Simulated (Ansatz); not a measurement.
`P[PH][GaH2]` + `C=N` → `C=[N][GaH2]` + `PP` at 400 K and 1 bar (cleavage of the Ga–P bond).

Calculated with Ansatz (gas phase, PBE0-D4/def2-TZVP geometries, no zero-point term in ΔE). CCSD(T)/CBS is the MP2 limit (def2-TZVPP, def2-QZVPP) plus CCSD(T) − MP2 in def2-TZVPP, frozen cores. This one scheme is used for every species. For Ga outer-core shells are correlated without core-valence functions, which leaves a few kJ/mol of doubt a bond. Scalar relativity is left out up to krypton. One conformer a species, not always the lowest.

| species | CCSD(T)/CBS energy (Eh) | H − E (kJ/mol) | S (J/(mol·K)) |
| --- | --- | --- | --- |
| `P[PH][GaH2]` | -2608.80809 | 138.5 | 364.2 |
| `C=N` | -94.52360 | 119.4 | 238.9 |
| `C=[N][GaH2]` | -2019.05960 | 136.7 | 323.9 |
| `PP` | -684.26248 | 112.6 | 293.5 |

H − E and S are ideal-gas, rigid-rotor, harmonic terms from PBE0-D4/def2-TZVP, for one conformer and one mirror image of each species. 1 Eh = 2625.50 kJ/mol, R = 8.31446 J/(mol·K).

Question: By hand: ΔE, ΔH, ΔS and ΔG.

Answer: ΔE = (-2019.05960) + (-684.26248) − (-2608.80809) − (-94.52360) = 0.00961 Eh = 25.2 kJ/mol. Δ(H − E) = 136.7 + 112.6 − 138.5 − 119.4 = -8.6, so ΔH = 16.6 kJ/mol. ΔS = 323.9 + 293.5 − 364.2 − 238.9 = 14.3 J/(mol·K). ΔG = 16.6 − 400 × (14.3)/1000 = 10.9 kJ/mol.

Question: By hand: the equilibrium constant, and the temperature at which ΔG would vanish if ΔH and ΔS stayed fixed.

Answer: log₁₀ K = −ΔG/(RT ln 10) = -1.4. ΔG = 0 at ΔH/ΔS = 1161 K, though so small a ΔS makes that figure unsure.

TΔS isn't small against ΔH here. A doubt of 5 kJ/mol in ΔE shifts log₁₀ K by 0.7 here. Other conformers and mirror images would add mixing entropy, several J/(mol·K) or more a flexible species. These are equilibria of isolated gas molecules and say nothing of rates. Largest T1 diagnostic: 0.017 (customary marks: 0.02 for closed shells, 0.045 for open ones).
